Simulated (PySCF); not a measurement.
**Polarisability and C₆ of Tl⁺ (thallium, charge +1)**

[Xe] 4f14 5d10 6s2, closed-shell 1S. Computed with PySCF 2.14 in aug-cc-pVQZ-PP with one added diffuse shell each of s, p, d, f, g type with ECP60MDF (8s8p6d4f3g, 117 functions), with scalar relativity through the core potential. Coupled (time-dependent) response in atomic units; α is the mean over directions.

```json
{"method": "wB97X-V", "mean α (bohr³)": "21.43", "C₆ (like pair)": "171.0", "S(−4)": "141.2"}
```

S(−4) is the Cauchy moment in α(ω) = α(0) + S(−4) ω² + …

α(iu) at wB97X-V:

```
u (hartree)  α(iu) (bohr³)
          0          21.43
     0.0500          21.09
      0.100          20.14
      0.200          17.26
      0.300          14.30
      0.500          10.01
      0.750          7.016
       1.00          5.302
       1.50          3.418
       2.00          2.401
       3.00          1.357
       5.00         0.5875
```

For an ion, C₆ is the dispersion term alone; charge-induced terms of lower order in 1/R come first.

Energies and moments cover only the electrons outside the core potential. Spin-orbit coupling, which splits the p, d and f shells strongly at this Z, is absent.
